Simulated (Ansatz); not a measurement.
Z-matrix (Å, degrees):
```
Ge
C 1 1.920
H 1 1.537 2 110.0
H 1 1.543 2 110.8 3 -119.7
H 1 1.538 2 110.1 3 120.9
H 2 1.084 1 122.0 3 -155.4
H 2 1.084 1 122.0 3 27.0
```

Total charge 0; spin multiplicity 2.

List the PBE0/def2-TZVPP orbital energies in eV (Ansatz 0.2.0). (Best estimate.)

Ansatz gave: α occupied: -10859.74, -1358.02, -1207.83, -1207.82, -1207.82, -278.78, -170.74, -120.54, -120.53, -120.52, -33.38, -33.38, -33.37, -33.30, -33.30, -19.37, -15.07, -12.07, -9.82, -9.71, -9.40, -6.88. α empty: 1.05, 1.37, 1.72, 2.00, 3.06, 3.35, 5.21, 5.30. β occupied: -10859.74, -1358.01, -1207.82, -1207.82, -1207.82, -278.38, -170.74, -120.53, -120.53, -120.52, -33.38, -33.37, -33.36, -33.30, -33.30, -18.26, -14.93, -11.80, -9.48, -9.37, -9.36. β empty: -2.09, 1.18, 1.56, 1.73, 2.22, 3.20, 3.44, 5.32. ⟨S²⟩ = 0.755.
